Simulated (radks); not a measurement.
Problem. The mean radii <r> (bohr) of the occupied orbitals of an atom or ion are listed with their occupations. All-electron calculation, scalar-relativistic Kohn-Sham, TASK exchange with Perdew-Wang LDA correlation, spin-polarised, spherical densities, finite nucleus; meta-GGA in the generalised Kohn-Sham scheme; Fermi nuclear charge, rms radius of each element as measured or else 0.836 A^(1/3) + 0.57 fm. Program: a radial shooting solver on a logarithmic mesh with Libxc functionals.

| orbital | occ. | <r> |
|---|---|---|
| 1s up | 1 | 0.04154 |
| 1s down | 1 | 0.04154 |
| 2s up | 1 | 0.1837 |
| 2s down | 1 | 0.1837 |
| 2p up | 3 | 0.1603 |
| 2p down | 3 | 0.1603 |
| 3s up | 1 | 0.5309 |
| 3s down | 1 | 0.5309 |
| 3p up | 3 | 0.5408 |
| 3p down | 3 | 0.5406 |
| 3d up | 5 | 0.5552 |
| 3d down | 5 | 0.5540 |
| 4s up | 1 | 1.550 |
| 4s down | 1 | 1.558 |
| 4p up | 3 | 1.803 |
| 4p down | 2 | 1.817 |

Name the element and its charge. Open shells, if any, are filled with parallel spins first.

Solution. Z = 36, krypton, charge +1: Kr+ in [Ar] 3d10 4s2 4p5. The 1s radius gives Z: for a bare nucleus <r> = (2 gamma + 1)/(2Z) with gamma = sqrt(1 - (Z/c)^2), 0.04069 bohr for Z = 36, and screening makes it slightly larger (0.04154 here). The occupations add up to 35, and the charge is Z minus that.
